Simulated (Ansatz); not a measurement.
PBE exchange is replaced step by step with exact exchange (0 % is PBE, 25 % PBE0; no dispersion term), basis def2-TZVP, Ansatz. System: the cluster Si₂Mo (the lowest singlet isomer of a short search). Total charge 0; singlet. Geometry: PBE0-D4/def2-TZVP.

Geometry of the singlet:

| atom | x (Å) | y (Å) | z (Å) |
| --- | --- | --- | --- |
| Mo1 | 0.9890 | -0.3518 | 0.6417 |
| Si2 | 0.1866 | 0.2683 | -1.3200 |
| Si3 | -1.1756 | 0.0836 | 0.6783 |

In the def2 sets Mo takes a core potential; there is no spin–orbit coupling. At PBE-D4/def2-TZVP, PBE0-D4/def2-TZVP the restricted singlet is unstable: a solution with broken spin symmetry lies lower. The restricted singlet is unstable towards broken spin symmetry at other levels; at PBE with 5 % exact exchange/def2-TZVP, PBE with 10 % exact exchange/def2-TZVP, PBE with 15 % exact exchange/def2-TZVP, PBE with 35 % exact exchange/def2-TZVP and others this wasn't settled. The geometry of the singlet was relaxed on an unsound state (restricted singlet, unstable towards broken spin symmetry). At PBE0-D4/def2-TZVP a triplet of charge 0 lies 0.66 eV below the restricted singlet, each at its own geometry. The structure comes from a short search, and lower isomers may exist.

```csv
exact exchange (%),HOMO (eV),LUMO (eV),gap (eV)
0,-4.62,-4.15,0.46
5,-4.83,-3.92,0.91
10,-5.04,-3.68,1.36
15,-5.26,-3.44,1.82
35,-6.18,-2.51,3.68
50,-6.69,-1.83,4.86
```

Problem. Estimate the row for 25 %.

Solution. 
```tsv
exact exchange (%)	HOMO (eV)	LUMO (eV)	gap (eV)
25	-5.72	-2.97	2.75
```
